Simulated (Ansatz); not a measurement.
A short molecular-dynamics run on CH$_{5}$AlBClO (`B[CH2][Al]([OH])[Cl]`).

```yaml
crystal:
  periodic: [false, false, false]
  atoms:
    - {symbol: B, position_ang: [-0.229093, 0.848792, 1.427074]}
    - {symbol: C, position_ang: [-1.015507, 0.167507, 0.325725]}
    - {symbol: Al, position_ang: [0.388705, -0.310126, -0.949975]}
    - {symbol: O, position_ang: [1.116859, -1.823006, -0.829843]}
    - {symbol: Cl, position_ang: [0.913730, 0.986069, -2.508385]}
    - {symbol: H, position_ang: [0.242373, 0.209260, 2.324647]}
    - {symbol: H, position_ang: [0.009879, 2.022511, 1.366991]}
    - {symbol: H, position_ang: [-1.674129, 0.799923, -0.276950]}
    - {symbol: H, position_ang: [-1.453838, -0.807648, 0.557753]}
    - {symbol: H, position_ang: [1.784221, -2.144383, -1.434138]}
basis:
  gaussian: {orbitals: def2-SVP}
hamiltonian: {xc: {name: r2SCAN}}
md: {timestep: 2 fs, n_steps: 20, ensemble: nvt_langevin, temperature: 300, initial_velocities: maxwell_boltzmann, friction: 0.01, seed: 612}
```

```sh
$ ansatz run in.yaml --threads 4 --pin off --events-out ev --progress --plain --max-ram 10444MiB
```

```json
{"step": "0", "time (fs)": "0.0", "potential energy (eV)": "-22952.2441", "kinetic (eV)": "0.3490", "T (K)": "270", "conserved (eV)": "–"}
{"step": "1", "time (fs)": "2.0", "potential energy (eV)": "-22952.0715", "kinetic (eV)": "0.2912", "T (K)": "225", "conserved (eV)": "–"}
{"step": "2", "time (fs)": "4.0", "potential energy (eV)": "-22952.1046", "kinetic (eV)": "0.3042", "T (K)": "235", "conserved (eV)": "–"}
{"step": "3", "time (fs)": "6.0", "potential energy (eV)": "-22951.9446", "kinetic (eV)": "0.2013", "T (K)": "156", "conserved (eV)": "–"}
{"step": "4", "time (fs)": "8.0", "potential energy (eV)": "-22952.0606", "kinetic (eV)": "0.2349", "T (K)": "182", "conserved (eV)": "–"}
{"step": "5", "time (fs)": "10.0", "potential energy (eV)": "-22951.9562", "kinetic (eV)": "0.2186", "T (K)": "169", "conserved (eV)": "–"}
{"step": "6", "time (fs)": "12.0", "potential energy (eV)": "-22952.1042", "kinetic (eV)": "0.3299", "T (K)": "255", "conserved (eV)": "–"}
{"step": "7", "time (fs)": "14.0", "potential energy (eV)": "-22951.9898", "kinetic (eV)": "0.2802", "T (K)": "217", "conserved (eV)": "–"}
{"step": "8", "time (fs)": "16.0", "potential energy (eV)": "-22952.0577", "kinetic (eV)": "0.3473", "T (K)": "269", "conserved (eV)": "–"}
{"step": "9", "time (fs)": "18.0", "potential energy (eV)": "-22951.9455", "kinetic (eV)": "0.2633", "T (K)": "204", "conserved (eV)": "–"}
{"step": "10", "time (fs)": "20.0", "potential energy (eV)": "-22952.0921", "kinetic (eV)": "0.3276", "T (K)": "253", "conserved (eV)": "–"}
{"step": "11", "time (fs)": "22.0", "potential energy (eV)": "-22951.8735", "kinetic (eV)": "0.2659", "T (K)": "206", "conserved (eV)": "–"}
{"step": "12", "time (fs)": "24.0", "potential energy (eV)": "-22951.8447", "kinetic (eV)": "0.2847", "T (K)": "220", "conserved (eV)": "–"}
{"step": "13", "time (fs)": "26.0", "potential energy (eV)": "-22951.8398", "kinetic (eV)": "0.2883", "T (K)": "223", "conserved (eV)": "–"}
{"step": "14", "time (fs)": "28.0", "potential energy (eV)": "-22952.0126", "kinetic (eV)": "0.3633", "T (K)": "281", "conserved (eV)": "–"}
{"step": "15", "time (fs)": "30.0", "potential energy (eV)": "-22951.8315", "kinetic (eV)": "0.3593", "T (K)": "278", "conserved (eV)": "–"}
{"step": "16", "time (fs)": "32.0", "potential energy (eV)": "-22951.7704", "kinetic (eV)": "0.4128", "T (K)": "319", "conserved (eV)": "–"}
{"step": "17", "time (fs)": "34.0", "potential energy (eV)": "-22951.6248", "kinetic (eV)": "0.3075", "T (K)": "238", "conserved (eV)": "–"}
{"step": "18", "time (fs)": "36.0", "potential energy (eV)": "-22951.9902", "kinetic (eV)": "0.5006", "T (K)": "387", "conserved (eV)": "–"}
{"step": "19", "time (fs)": "38.0", "potential energy (eV)": "-22951.3442", "kinetic (eV)": "0.4424", "T (K)": "342", "conserved (eV)": "–"}
{"step": "20", "time (fs)": "40.0", "potential energy (eV)": "-22951.2152", "kinetic (eV)": "0.8626", "T (K)": "667", "conserved (eV)": "–"}
```

Velocities are drawn at the set temperature; a run this short doesn't reach equilibrium.

Frames (Å, forces in eV/Å):

```xyz
10
time=0.0 fs
B    -0.229    0.849    1.427   -0.039   -0.036   -0.078
C    -1.016    0.168    0.326    0.170   -0.038   -0.091
Al    0.389   -0.310   -0.950   -0.277    0.274    0.222
O     1.117   -1.823   -0.830   -0.037   -0.186    0.165
Cl    0.914    0.986   -2.508    0.058    0.126   -0.169
H     0.242    0.209    2.325    0.118   -0.152    0.229
H     0.010    2.023    1.367    0.063    0.291   -0.005
H    -1.674    0.800   -0.277   -0.183    0.201   -0.168
H    -1.454   -0.808    0.558   -0.110   -0.296    0.069
H     1.784   -2.144   -1.434    0.237   -0.185   -0.172
10
time=2.0 fs
B    -0.232    0.854    1.430    0.327    1.043   -0.018
C    -1.014    0.175    0.329   -0.499   -1.101    0.079
Al    0.389   -0.311   -0.944   -0.246    0.365    0.048
O     1.116   -1.829   -0.842    2.270   -1.267   -1.859
Cl    0.910    0.984   -2.510    0.052    0.102   -0.131
H     0.230    0.236    2.329    0.230   -0.462    0.472
H     0.088    2.061    1.419   -0.388   -0.670   -0.209
H    -1.711    0.803   -0.241   -0.019    0.097   -0.208
H    -1.451   -0.854    0.555    0.402    0.978   -0.105
H     1.845   -2.145   -1.504   -2.130    0.914    1.932
10
time=4.0 fs
B    -0.233    0.862    1.435    0.811    1.127    0.411
C    -1.015    0.179    0.333   -0.772   -0.684   -0.132
Al    0.389   -0.312   -0.938   -0.166    0.286   -0.058
O     1.121   -1.837   -0.858    1.030   -0.455   -0.851
Cl    0.907    0.982   -2.513    0.042    0.052   -0.068
H     0.230    0.245    2.354    0.049   -0.390    0.193
H     0.164    2.071    1.462   -0.720   -0.993   -0.393
H    -1.748    0.815   -0.216    0.408   -0.248   -0.020
H    -1.431   -0.860    0.549    0.308    0.986   -0.003
H     1.825   -2.107   -1.501   -0.990    0.320    0.921
10
time=6.0 fs
B    -0.230    0.870    1.442    1.053    0.466    0.763
C    -1.018    0.181    0.338   -0.228    0.416   -0.226
Al    0.388   -0.313   -0.931   -0.079    0.140   -0.102
O     1.127   -1.847   -0.876   -3.619    1.483    3.194
Cl    0.904    0.979   -2.515    0.034    0.002   -0.005
H     0.237    0.240    2.381   -0.198   -0.180   -0.221
H     0.220    2.046    1.487   -0.809   -0.705   -0.486
H    -1.763    0.816   -0.199    0.465   -0.261   -0.063
H    -1.401   -0.831    0.536   -0.177   -0.025    0.303
H     1.770   -2.056   -1.458    3.558   -1.338   -3.158
10
time=8.0 fs
B    -0.222    0.879    1.452    0.744   -0.730    0.718
C    -1.024    0.186    0.343    0.832    1.161    0.039
Al    0.388   -0.315   -0.925   -0.057    0.250   -0.200
O     1.124   -1.852   -0.886    0.933   -0.097   -0.789
Cl    0.901    0.975   -2.516    0.024   -0.006    0.030
H     0.236    0.228    2.400   -0.312   -0.031   -0.435
H     0.244    1.998    1.491   -0.531    0.214   -0.458
H    -1.755    0.805   -0.189    0.037    0.125   -0.382
H    -1.378   -0.804    0.531   -0.639   -1.088    0.567
H     1.851   -2.056   -1.530   -1.031    0.201    0.909
10
time=10.0 fs
B    -0.210    0.885    1.465    0.037   -1.928    0.370
C    -1.027    0.196    0.352    1.125    0.154    0.545
Al    0.387   -0.315   -0.919   -0.066    0.255   -0.217
O     1.121   -1.855   -0.898    2.168   -0.441   -1.777
Cl    0.898    0.970   -2.518    0.011   -0.002    0.057
H     0.222    0.220    2.410   -0.249    0.000   -0.373
H     0.246    1.955    1.474   -0.019    1.363   -0.364
H    -1.739    0.803   -0.194   -0.283    0.349   -0.548
H    -1.377   -0.817    0.555   -0.430   -0.291    0.357
H     1.891   -2.052   -1.565   -2.294    0.541    1.950
10
time=12.0 fs
B    -0.197    0.884    1.479   -0.329   -1.488   -0.270
C    -1.028    0.206    0.366    0.537   -0.936    0.568
Al    0.386   -0.315   -0.913   -0.094    0.093   -0.134
O     1.122   -1.860   -0.916   -0.078    0.345    0.112
Cl    0.896    0.966   -2.520   -0.007   -0.009    0.094
H     0.198    0.217    2.402    0.018   -0.196    0.098
H     0.250    1.961    1.443    0.044    1.222   -0.248
H    -1.728    0.822   -0.216    0.016   -0.022   -0.174
H    -1.392   -0.847    0.603   -0.022    1.087   -0.095
H     1.847   -2.030   -1.530   -0.085   -0.096    0.048
10
time=14.0 fs
B    -0.186    0.876    1.489   -0.190    0.352   -1.003
C    -1.029    0.213    0.384    0.193   -0.875    0.159
Al    0.385   -0.315   -0.910   -0.137   -0.005   -0.048
O     1.122   -1.864   -0.933   -3.434    1.262    2.872
Cl    0.893    0.962   -2.522   -0.033   -0.024    0.142
H     0.178    0.216    2.393    0.314   -0.464    0.668
H     0.258    2.013    1.404   -0.324   -0.148   -0.027
H    -1.716    0.844   -0.237    0.357   -0.404    0.268
H    -1.408   -0.833    0.654    0.007    1.213   -0.314
H     1.803   -2.013   -1.500    3.247   -0.906   -2.718
10
time=16.0 fs
B    -0.177    0.871    1.495    0.093    1.450   -1.095
C    -1.028    0.218    0.402    0.602    0.015   -0.306
Al    0.384   -0.316   -0.909   -0.155    0.066   -0.016
O     1.114   -1.865   -0.943    1.505   -0.070   -1.116
Cl    0.891    0.956   -2.525   -0.057    0.010    0.151
H     0.168    0.209    2.408    0.342   -0.322    0.625
H     0.257    2.063    1.362   -0.490   -1.125    0.222
H    -1.688    0.848   -0.245    0.284   -0.336    0.325
H    -1.417   -0.768    0.697   -0.417    0.002   -0.138
H     1.882   -2.032   -1.581   -1.707    0.310    1.348
10
time=18.0 fs
B    -0.168    0.870    1.496    0.325    1.327   -0.454
C    -1.023    0.225    0.419    1.310    0.644   -0.610
Al    0.384   -0.316   -0.909   -0.176    0.020    0.073
O     1.110   -1.865   -0.955    2.250   -0.296   -1.699
Cl    0.888    0.951   -2.529   -0.075    0.046    0.151
H     0.166    0.195    2.449    0.138    0.219   -0.043
H     0.236    2.071    1.317   -0.318   -1.219    0.412
H    -1.650    0.837   -0.244   -0.094    0.125    0.019
H    -1.438   -0.699    0.733   -0.907   -1.363    0.196
H     1.900   -2.035   -1.611   -2.454    0.498    1.955
10
time=20.0 fs
B    -0.158    0.873    1.497    0.270    0.577    0.166
C    -1.014    0.234    0.433    0.706   -0.862   -0.305
Al    0.383   -0.315   -0.910   -0.243   -0.147    0.224
O     1.111   -1.864   -0.968   -0.943    0.564    0.909
Cl    0.885    0.946   -2.531   -0.082    0.070    0.148
H     0.172    0.193    2.484   -0.004    0.584   -0.539
H     0.205    2.037    1.277    0.090   -0.516    0.469
H    -1.623    0.826   -0.247   -0.280    0.470   -0.173
H    -1.496   -0.683    0.775   -0.283   -0.439   -0.196
H     1.825   -2.016   -1.568    0.769   -0.302   -0.704
10
time=22.0 fs
B    -0.148    0.880    1.500   -0.107   -0.466    0.409
C    -1.000    0.239    0.447   -0.787   -2.058   -0.401
Al    0.383   -0.315   -0.910   -0.336   -0.227    0.342
O     1.112   -1.861   -0.979   -3.838    1.233    3.390
Cl    0.882    0.941   -2.532   -0.078    0.113    0.118
H     0.177    0.221    2.493    0.026    0.515   -0.450
H     0.177    1.985    1.248    0.616    0.830    0.301
H    -1.618    0.825   -0.258    0.094    0.297    0.182
H    -1.571   -0.686    0.807    0.697    0.767   -0.677
H     1.780   -2.005   -1.550    3.713   -1.006   -3.214
10
time=24.0 fs
B    -0.140    0.887    1.504   -0.444   -0.722    0.118
C    -0.989    0.236    0.461   -1.549   -1.829   -0.899
Al    0.382   -0.317   -0.909   -0.436    0.031    0.329
O     1.105   -1.852   -0.980    2.384   -0.630   -1.757
Cl    0.879    0.936   -2.531   -0.077    0.184    0.074
H     0.178    0.270    2.486    0.194    0.117    0.127
H     0.171    1.962    1.232    0.878    1.557    0.113
H    -1.612    0.832   -0.262    0.476    0.092    0.510
H    -1.622   -0.655    0.813    0.990    0.709   -0.617
H     1.881   -2.024   -1.652   -2.415    0.492    2.003
10
time=26.0 fs
B    -0.133    0.893    1.507   -0.252    0.685   -0.607
C    -0.981    0.227    0.470   -0.939   -0.676   -1.248
Al    0.379   -0.320   -0.907   -0.538    0.284    0.317
O     1.103   -1.843   -0.984    2.938   -1.026   -2.173
Cl    0.877    0.931   -2.530   -0.087    0.204    0.073
H     0.182    0.327    2.488    0.334   -0.259    0.687
H     0.201    2.005    1.218    0.508    0.394    0.275
H    -1.586    0.845   -0.246    0.454    0.136    0.409
H    -1.637   -0.598    0.804    0.427   -0.342   -0.154
H     1.888   -2.018   -1.677   -2.846    0.600    2.422
10
time=28.0 fs
B    -0.127    0.902    1.505    0.147    1.622   -0.669
C    -0.976    0.213    0.474    0.269    0.383   -1.176
Al    0.378   -0.322   -0.904   -0.619    0.346    0.335
O     1.108   -1.836   -0.992   -1.189   -0.010    1.469
Cl    0.875    0.928   -2.528   -0.097    0.190    0.098
H     0.193    0.382    2.517    0.241   -0.254    0.562
H     0.249    2.067    1.214    0.034   -0.846    0.384
H    -1.542    0.866   -0.215    0.117    0.361    0.004
H    -1.646   -0.555    0.797   -0.298   -1.297    0.286
H     1.790   -1.991   -1.606    1.394   -0.495   -1.294
10
time=30.0 fs
B    -0.121    0.914    1.500    0.514    1.341    0.252
C    -0.969    0.201    0.473    0.113    0.068   -0.575
Al    0.375   -0.324   -0.902   -0.626    0.389    0.271
O     1.110   -1.831   -0.997   -4.052    0.655    4.160
Cl    0.874    0.925   -2.526   -0.105    0.194    0.109
H     0.206    0.432    2.573   -0.077    0.019   -0.260
H     0.295    2.091    1.227   -0.202   -1.171    0.231
H    -1.490    0.902   -0.191   -0.145    0.339   -0.194
H    -1.680   -0.563    0.802    0.247   -0.566    0.019
H     1.746   -1.981   -1.585    4.333   -1.267   -4.014
10
time=32.0 fs
B    -0.114    0.931    1.495    0.566    0.343    1.156
C    -0.959    0.190    0.469   -0.710   -0.125   -0.152
Al    0.371   -0.326   -0.898   -0.565    0.620    0.048
O     1.104   -1.823   -0.990    3.321   -1.723   -2.508
Cl    0.874    0.922   -2.524   -0.108    0.253    0.081
H     0.217    0.481    2.622   -0.350    0.144   -0.902
H     0.336    2.064    1.250   -0.148   -0.624   -0.100
H    -1.444    0.953   -0.181   -0.124   -0.192    0.035
H    -1.713   -0.595    0.809    1.101    0.547   -0.423
H     1.869   -2.021   -1.719   -2.984    0.758    2.764
10
time=34.0 fs
B    -0.104    0.947    1.494    0.047   -1.003    1.165
C    -0.952    0.180    0.463   -0.492    0.415    0.178
Al    0.366   -0.326   -0.896   -0.443    0.574   -0.098
O     1.108   -1.817   -0.990    3.703   -2.000   -2.888
Cl    0.873    0.917   -2.521   -0.101    0.298    0.047
H     0.213    0.532    2.628   -0.395   -0.016   -0.731
H     0.377    2.008    1.263    0.206    0.524   -0.490
H    -1.409    0.987   -0.165   -0.201   -0.441    0.049
H    -1.710   -0.601    0.801    1.053    0.653   -0.414
H     1.883   -2.039   -1.740   -3.377    0.995    3.182
10
time=36.0 fs
B    -0.093    0.959    1.501   -0.566   -1.466   -0.057
C    -0.948    0.172    0.455    0.890    1.536    0.370
Al    0.360   -0.327   -0.895   -0.272    0.260   -0.102
O     1.120   -1.816   -0.994   -0.674   -0.333    1.177
Cl    0.872    0.913   -2.517   -0.086    0.323    0.000
H     0.193    0.583    2.599   -0.197   -0.426    0.365
H     0.436    1.969    1.253    0.386    1.049   -0.686
H    -1.384    0.999   -0.142   -0.401   -0.263   -0.196
H    -1.669   -0.580    0.776    0.001   -0.293    0.069
H     1.765   -2.024   -1.643    0.919   -0.386   -0.940
10
time=38.0 fs
B    -0.083    0.968    1.512   -0.381   -0.507   -1.693
C    -0.941    0.170    0.448    1.972    2.327    0.534
Al    0.354   -0.328   -0.894   -0.049    0.051   -0.154
O     1.130   -1.816   -0.996   -7.069    2.354    7.978
Cl    0.872    0.908   -2.513   -0.080    0.340   -0.047
H     0.163    0.624    2.584    0.001   -0.710    1.451
H     0.516    1.974    1.214   -0.139    0.165   -0.395
H    -1.374    1.003   -0.123   -0.538   -0.009   -0.418
H    -1.630   -0.569    0.756   -0.932   -1.150    0.507
H     1.677   -2.021   -1.590    7.214   -2.861   -7.763
10
time=40.0 fs
B    -0.078    0.976    1.516    0.369    0.035   -1.434
C    -0.929    0.177    0.443    0.905    1.200    1.253
Al    0.347   -0.330   -0.892    0.138    0.362   -0.490
O     1.123   -1.809   -0.980    3.857   -2.646   -3.705
Cl    0.872    0.905   -2.508   -0.085    0.422   -0.133
H     0.130    0.645    2.632   -0.147   -0.347    0.650
H     0.596    1.988    1.161   -0.751   -0.750    0.065
H    -1.380    1.003   -0.116   -0.524    0.090   -0.486
H    -1.631   -0.599    0.755   -0.069   -0.105    0.143
H     1.864   -2.128   -1.830   -3.691    1.739    4.136
```

It took 31 s on 4 threads of an AMD EPYC 7B13 on a shared host, with 0.19 GiB of host memory at the peak.
